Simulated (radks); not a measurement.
A nucleus of charge 15.5 with 15 electrons, configuration [Ne] 3s2 3p3.

Calculated with a radial shooting solver on a logarithmic mesh with Libxc functionals: scalar-relativistic Kohn-Sham, PBE, spin-unpolarised, spherical densities, finite nucleus; Fermi nuclear charge, rms radius 3.1889 fm.

Energy parts (eV):
total: -10059.336
kinetic: 10094.508
electron-nucleus: -23913.671
Hartree: 4414.852
exchange-correlation: -655.024

Orbitals (lengths in bohr, moments of r in powers of bohr; <r^-3> diverges for s and p1/2; r(max) is where P^2 peaks):
[
 {"orbital": "1s", "occ.": "2", "eigenvalue (eV)": "-2247.477", "r(max)": "0.06540", "<r^-3>": "-"},
 {"orbital": "2s", "occ.": "2", "eigenvalue (eV)": "-197.7293", "r(max)": "0.4030", "<r^-3>": "-"},
 {"orbital": "2p", "occ.": "6", "eigenvalue (eV)": "-145.4074", "r(max)": "0.3394", "<r^-3>": "72.04"},
 {"orbital": "3s", "occ.": "2", "eigenvalue (eV)": "-20.3202", "r(max)": "1.479", "<r^-3>": "-"},
 {"orbital": "3p", "occ.": "3", "eigenvalue (eV)": "-10.6767", "r(max)": "1.679", "<r^-3>": "4.995"}
]

The highest occupied level is 3p at -10.677 eV. The electron density at the nucleus is 2666 e/bohr^3 (large components only).
